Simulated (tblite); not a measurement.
Compound: C₆H₁₂O₂SSi.
Cartesian coordinates in Å at the GFN2-xTB level; atoms count from 1:
```xyz
22
C6H12O2SSi angstrom
C      3.135   -0.934    0.157
S      2.001   -0.859    1.621
O      2.885   -0.994    2.781
C      1.764    0.936    1.466
C      0.774    1.448    0.737
C     -0.092    0.530   -0.013
O      0.198   -0.647   -0.115
C     -1.333    1.130   -0.616
C     -2.227    0.088   -1.274
Si    -2.973   -1.161   -0.039
H      3.973   -0.269    0.328
H      2.581   -0.665   -0.732
H      3.483   -1.959    0.091
H      2.410    1.519    2.104
H      0.561    2.507    0.699
H     -1.873    1.665    0.171
H     -1.005    1.883   -1.343
H     -3.032    0.604   -1.801
H     -1.647   -0.445   -2.028
H     -4.006   -1.907   -0.761
H     -1.987   -2.073    0.523
H     -3.602   -0.378    1.034
```

Computed values, GFN2-xTB/tblite, gas phase, harmonic and unscaled. This tight-binding method is rough: wavenumbers can miss measured ones by several per cent, in bad cases by 10 to 20. Modes of hydrogen on silicon can be 10 to 20 % off. One conformer, not necessarily the lowest. The optimisation stopped once no atom felt more than 0.01 eV/Å.

Lowest wavenumbers of the output (negative numbers stand for imaginary wavenumbers):
```
mode    cm-1
  1     -27.5
  2      31.2
  3      55.2
  4      77.6
  5     120.6
  6     141.4
  7     145.8
  8     177.1
  9     230.3
 10     247.1
```

Q: Is this structure a minimum?

A: Not by this Hessian. 1 mode is imaginary beyond 20i (28i cm⁻¹), so at this level the point lies at or near a first-order saddle. The curvature is small, so loose convergence or finite differences may be the whole cause.

Q: Which atoms move in the imaginary mode?

A: 28i: H21 (Si–H hydrogen) 22 %, H22 (Si–H hydrogen) 22 %, Si10 (SiH3 silicon) 18 %. These are shares of the mass-weighted motion.

Q: What is the remedy?

A: Step along that mode in both directions, optimise again with tighter thresholds and repeat the frequencies. The zero-point energy of this point (101.0 kcal/mol) counts the 59 real modes alone, and thermal corrections from it aren't those of a minimum.

The run took 1.0 s on an Arm Neoverse V2 with one thread, no GPU, shared host. The figure is for the frequency step alone.
